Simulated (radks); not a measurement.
The numbers below are computed, except where a source is named.
Species: P III. Configuration: [He] 2s2 2p4 3s2 3p3 (not the ground configuration). Code: a radial shooting solver on a logarithmic mesh with Libxc functionals. Model: scalar-relativistic Kohn-Sham, r2SCAN, spin-polarised, spherical densities, finite nucleus; open shells are filled with parallel spins first; meta-GGA in the generalised Kohn-Sham scheme; Fermi nuclear charge, rms radius 3.1889 fm.

X-ray form factor f0, the Fourier transform of the density (f0(0) = 13):

sin(theta)/lambda (1/angstrom),f0 (electrons)
0.05,12.702
0.1,11.889
0.15,10.766
0.2,9.566
0.25,8.468
0.3,7.563
0.4,6.335
0.5,5.594
0.6,5.022
0.8,3.954
1,3.020
1.25,2.211
1.5,1.750
2,1.342
